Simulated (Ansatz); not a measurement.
Ansatz (a first-principles code) input (PBE/LANL2DZ): The .json file is the Basis Set Exchange's LANL2DZ.

Ansatz 0.2 input:
```yaml
crystal:
  periodic: [false, false, false]
  atoms:
    - {symbol: Cd, position_ang: [-0.00000000, -0.00000000, -1.34399523]}
    - {symbol: Te, position_ang: [0.00000000, 0.00000000, 1.24061099]}
basis:
  gaussian:
    orbitals: LANL2DZ.json
hamiltonian:
  xc: {name: PBE}
total_charge: -1
magnetization: {spin_polarized: true, initial_magnetization: 1}
```

Question: What final total energy does it give?

Answer: -56.41534 Eh.
